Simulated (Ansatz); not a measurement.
`FC(F)(F)c1cnc(-c2cnc(-c3cnc(-c4cnc(-c5cnc(-c6cnc(C(F)(F)F)s6)s5)s4)s3)s2)s1`. Total charge 0; singlet. Geometry PBE-D4/def2-SVP.

```xyz
44

F    11.008   -5.038   -0.721
C    10.023   -4.217   -1.149
F    10.524   -2.959   -1.202
F     9.711   -4.568   -2.420
C     8.839   -4.308   -0.238
C     8.701   -5.098    0.893
N     7.517   -4.997    1.552
C     6.711   -4.135    0.956
C     5.384   -3.823    1.432
C     4.758   -4.363    2.560
N     3.505   -3.924    2.819
C     3.105   -3.037    1.921
C     1.813   -2.402    1.947
C     0.802   -2.612    2.894
N    -0.336   -1.904    2.724
C    -0.269   -1.123    1.656
C    -1.340   -0.258    1.232
C    -2.583   -0.107    1.858
N    -3.439    0.768    1.280
C    -2.913    1.326    0.201
C    -3.592    2.294   -0.617
C    -3.180    2.968   -1.772
N    -4.070    3.832   -2.312
C    -5.194    3.862   -1.609
C    -6.319    4.701   -1.959
C    -6.401    5.577   -3.044
N    -7.571    6.261   -3.165
C    -8.401    5.942   -2.205
C    -9.788    6.524   -2.045
F   -10.062    7.390   -3.026
F   -10.724    5.545   -2.059
F    -9.905    7.165   -0.857
S    -7.807    4.756   -1.055
S    -5.210    2.797   -0.204
S    -1.271    0.776   -0.171
S     1.264   -1.233    0.775
S     4.303   -2.690    0.664
S     7.393   -3.382   -0.493
H     9.486   -5.775    1.260
H     5.247   -5.104    3.207
H     0.918   -3.311    3.734
H    -2.859   -0.660    2.766
H    -2.195    2.830   -2.243
H    -5.583    5.716   -3.763
```

B3LYP takes the VWN-RPA correlation. Single mean-field runs in def2-SVP are fitted with def2-universal-jkfit.

(1) Estimate the orbital energies around the gap (eV) in Ansatz with PBE-D4/def2-SVP, B3LYP-D4/def2-SVP, PBE0-D4/def2-SVP, r2SCAN0-D4/def2-SVP, ωB97M-V/def2-SVP.

Results:

(1) 
```json
{"orbital": "HOMO−9", "PBE-D4/def2-SVP": "-7.30", "B3LYP-D4/def2-SVP": "-8.43", "PBE0-D4/def2-SVP": "-8.82", "r2SCAN0-D4/def2-SVP": "-9.14", "ωB97M-V/def2-SVP": "-11.09"}
{"orbital": "HOMO−8", "PBE-D4/def2-SVP": "-7.25", "B3LYP-D4/def2-SVP": "-8.35", "PBE0-D4/def2-SVP": "-8.70", "r2SCAN0-D4/def2-SVP": "-9.01", "ωB97M-V/def2-SVP": "-10.97"}
{"orbital": "HOMO−7", "PBE-D4/def2-SVP": "-7.18", "B3LYP-D4/def2-SVP": "-8.30", "PBE0-D4/def2-SVP": "-8.70", "r2SCAN0-D4/def2-SVP": "-8.94", "ωB97M-V/def2-SVP": "-10.83"}
{"orbital": "HOMO−6", "PBE-D4/def2-SVP": "-7.14", "B3LYP-D4/def2-SVP": "-8.19", "PBE0-D4/def2-SVP": "-8.57", "r2SCAN0-D4/def2-SVP": "-8.88", "ωB97M-V/def2-SVP": "-10.78"}
{"orbital": "HOMO−5", "PBE-D4/def2-SVP": "-7.05", "B3LYP-D4/def2-SVP": "-8.18", "PBE0-D4/def2-SVP": "-8.53", "r2SCAN0-D4/def2-SVP": "-8.79", "ωB97M-V/def2-SVP": "-10.73"}
{"orbital": "HOMO−4", "PBE-D4/def2-SVP": "-6.93", "B3LYP-D4/def2-SVP": "-8.11", "PBE0-D4/def2-SVP": "-8.49", "r2SCAN0-D4/def2-SVP": "-8.76", "ωB97M-V/def2-SVP": "-10.62"}
{"orbital": "HOMO−3", "PBE-D4/def2-SVP": "-6.87", "B3LYP-D4/def2-SVP": "-8.04", "PBE0-D4/def2-SVP": "-8.38", "r2SCAN0-D4/def2-SVP": "-8.59", "ωB97M-V/def2-SVP": "-10.45"}
{"orbital": "HOMO−2", "PBE-D4/def2-SVP": "-6.68", "B3LYP-D4/def2-SVP": "-7.46", "PBE0-D4/def2-SVP": "-7.78", "r2SCAN0-D4/def2-SVP": "-7.97", "ωB97M-V/def2-SVP": "-9.74"}
{"orbital": "HOMO−1", "PBE-D4/def2-SVP": "-6.06", "B3LYP-D4/def2-SVP": "-6.74", "PBE0-D4/def2-SVP": "-7.04", "r2SCAN0-D4/def2-SVP": "-7.20", "ωB97M-V/def2-SVP": "-8.85"}
{"orbital": "HOMO", "PBE-D4/def2-SVP": "-5.49", "B3LYP-D4/def2-SVP": "-6.05", "PBE0-D4/def2-SVP": "-6.32", "r2SCAN0-D4/def2-SVP": "-6.46", "ωB97M-V/def2-SVP": "-8.02"}
{"orbital": "LUMO", "PBE-D4/def2-SVP": "-3.88", "B3LYP-D4/def2-SVP": "-3.45", "PBE0-D4/def2-SVP": "-3.43", "r2SCAN0-D4/def2-SVP": "-3.49", "ωB97M-V/def2-SVP": "-1.60"}
{"orbital": "LUMO+1", "PBE-D4/def2-SVP": "-3.37", "B3LYP-D4/def2-SVP": "-2.86", "PBE0-D4/def2-SVP": "-2.82", "r2SCAN0-D4/def2-SVP": "-2.86", "ωB97M-V/def2-SVP": "-0.90"}
{"orbital": "LUMO+2", "PBE-D4/def2-SVP": "-2.81", "B3LYP-D4/def2-SVP": "-2.20", "PBE0-D4/def2-SVP": "-2.14", "r2SCAN0-D4/def2-SVP": "-2.16", "ωB97M-V/def2-SVP": "-0.09"}
{"orbital": "LUMO+3", "PBE-D4/def2-SVP": "-2.21", "B3LYP-D4/def2-SVP": "-1.51", "PBE0-D4/def2-SVP": "-1.42", "r2SCAN0-D4/def2-SVP": "-1.42", "ωB97M-V/def2-SVP": "0.75"}
{"orbital": "LUMO+4", "PBE-D4/def2-SVP": "-2.11", "B3LYP-D4/def2-SVP": "-1.33", "PBE0-D4/def2-SVP": "-1.26", "r2SCAN0-D4/def2-SVP": "-1.23", "ωB97M-V/def2-SVP": "0.90"}
{"orbital": "LUMO+5", "PBE-D4/def2-SVP": "-1.72", "B3LYP-D4/def2-SVP": "-0.94", "PBE0-D4/def2-SVP": "-0.84", "r2SCAN0-D4/def2-SVP": "-0.82", "ωB97M-V/def2-SVP": "1.38"}
```
